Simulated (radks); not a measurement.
Results of a calculation; reference values are marked as such.
Spherical quantum dot in the effective-mass picture: electrons in a hard-walled sphere of radius 12.6, with a point charge +1 (a donor) at the centre, all in effective atomic units (hartree* = m*/eps^2 hartree, bohr* = eps/m* bohr), one dielectric constant everywhere. Level of theory: non-relativistic Kohn-Sham, PBE, spin-polarised, spherical densities (a radial shooting solver with Libxc functionals). Levels are named by radial order and angular momentum (1s, 1p, 1d, 2s, ...), and open shells are averaged over m. Results are scaled to m* = 0.16 and eps = 11.7, for which hartree* = 31.81 meV and bohr* = 3.87 nm. Each electron was tried in the lowest free levels, single moves between levels near the top were tried too, and the lowest total energy was kept; such a search can miss a lower state. The series stops at N = 6: beyond it a trial failed or the search could not be trusted, so later rows were left out. At N = 1 the Hartree and exchange-correlation terms need not cancel, so that row can carry a self-interaction error.

\begin{tabular}{lrrrrr}
N & open shells & 2S & mu = E(N) - E(N-1) (meV) & addition energy mu(N+1) - mu(N) (meV) & rms radius (nm) \\ \hline
1 & 1s(up 1, down 0) & 1 & -15.902 & 15.09 & 6.963 \\
2 & none & 0 & -0.80874 & 6.073 & 12.53 \\
3 & 2s(up 1, down 0) & 1 & 5.2640 & 2.814 & 22.44 \\
4 & 1p(up 1, down 0) 2s(up 1, down 0) & 2 & 8.0778 & 2.865 & 26.28 \\
5 & 1p(up 2, down 0) 2s(up 1, down 0) & 3 & 10.943 & 2.903 & 28.59 \\
6 & 1p(up 3, down 0) 2s(up 1, down 0) & 4 & 13.846 & - & 30.21 \\
\end{tabular}

All shells are closed at N = 2 (there: 1s2); the second difference of the energy has clear peaks (12 % above both neighbours; the first and last values, which can be the largest, are not judged, and half-filled shells can peak too) at N = none.
